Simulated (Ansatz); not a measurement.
Species: sum formula Si2H4Cl2, charge 0, multiplicity 1. SMILES: Cl[SiH2][SiH2]Cl
Geometry from a B3LYP-D3(BJ)/def2-TZVP (Ansatz, a program for electronic structure) optimisation:
```
Si
H 1 1.4783
H 1 1.4783 2 109.70
Cl 1 2.0766 2 108.35 3 -118.08
Si 1 2.3407 2 111.39 3 123.79
H 5 1.4783 1 111.39 2 57.59
H 5 1.4783 6 109.70 1 -123.79
Cl 5 2.0766 6 108.35 7 -118.08
```
Charge 0, spin multiplicity 1.

Property: atomisation energy (electronic, to ground-state atoms), in kJ/mol. Cores are frozen in the correlated levels unless marked. Open shells are spin-unrestricted. No spin-orbit coupling. No relativistic terms. The coupled-cluster limit lacks core correlation, which all-electron functionals hold. CBS(X,Y): correlation extrapolated as X^-3; Hartree-Fock from the larger set.

```
level                          program  atomisation energy (kJ/mol)
----------------------  --------------  ---------------------------
BLYP-D3(BJ)/def2-TZVPD  Ansatz + dftd3                       2310.5
revPBE-D4/def2-TZVPD    Ansatz + dftd4                       2305.6
r2SCAN-D4/def2-TZVPD    Ansatz + dftd4                       2367.0
HSE06-D4/def2-TZVPD     Ansatz + dftd4                       2340.9
```

### Question
Estimate the value at CCSD(T)/CBS(aug-cc-pV(T+d)Z,aug-cc-pV(Q+d)Z) as computed with Ansatz.

### Answer
2375.2 kJ/mol
